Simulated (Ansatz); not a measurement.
Total energies of TeOCl2 (TeCl₂O) from Ansatz at PBE-D4/def2-TZVP, gas phase (1 Eh = 27.2114 eV = 2625.5 kJ/mol). The reference geometry is relaxed at PBE-D4/def2-SVP.

```csv
state,geometry,energy (Eh)
charge 0 singlet,reference,-1263.29252
charge 1 doublet,reference,-1262.90710
free Te atom (triplet),–,-267.97310
free O atom (triplet),–,-75.00967
free Cl atom (doublet),–,-459.95840
```

In the def2 sets Te takes a core potential; there is no spin–orbit coupling.

Problem. Work out the vertical ionisation energy to the doublet.

Solution. E(charge 1 doublet) − E(charge 0 singlet) = -1262.90710 − (-1263.29252) = 0.38542 Eh = 10.49 eV. For comparison, −ε of the highest occupied level is 7.47 eV at this level, 3.02 eV less.

Problem. What is the binding energy per atom against free atoms?

Solution. Atoms: 1 × (-267.97310) + 1 × (-75.00967) + 2 × (-459.95840) = -1262.89957 Eh. Binding: -1262.89957 − (-1263.29252) = 0.39295 Eh = 10.69 eV, or 2.67 eV for each of 4 atoms (no zero-point energy, no counterpoise term).
